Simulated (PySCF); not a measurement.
A geometry optimisation on `[H][Cr]([H])([H])[H]` [triplet].

Computed with PBE0-D3(BJ)/def2-SVP geometry optimisation, gas phase (PySCF 2.14.0). Start geometry: GFN2-xTB. The command runs a driver script over a list of jobs; the input below is this job's line of settings and its coordinates in Å.

Command:
```bash
OMP_NUM_THREADS=1 python probes_run.py task.json out
```

Input:
```
{"job": {"xc": "PBE0", "basis": "def2-SVP", "d3": "d3bj", "grid": 1, "maxiter": 40, "shake": 0.03, "kind": "geom"}, "charge": 0, "multiplicity": 3}
Cr     0.058930    -0.074740     0.012920
H     -0.007320    -0.033070     1.546290
H      1.397630     0.002780    -0.554000
H     -0.637240     1.280840    -0.510790
H     -0.737160    -1.286300    -0.556530
```

Output:
```
step   0  E = -1046.34462506  max force = 0.038437
step   1  E = -1046.35028281  max force = 0.005500
step   2  E = -1046.35055909  max force = 0.001373
step   3  E = -1046.35064800  max force = 0.000831
step   4  E = -1046.35067186  max force = 0.000920
step   5  E = -1046.35068010  max force = 0.000360
optimisation converged
```

Energies in Eh; «max force» is the largest Cartesian gradient component in Eh/bohr.

Question: How much energy does the optimisation release, in kJ/mol?

Answer: E(step 0) − E(last step) = 0.006055 Eh, which is 15.9 kJ/mol.

Main results: final energy -1046.35068 Eh after 5 steps; dipole 0.01 D.

Time: 16 s of wall time; peak memory 0.24 GiB. Hardware: one thread, Intel Xeon 6975P-C (x86_64), no GPU, shared host with 192 logical CPUs at a one-minute load of 142.
Labels such as C1 count atoms from 1, the log's own numbers from 0.
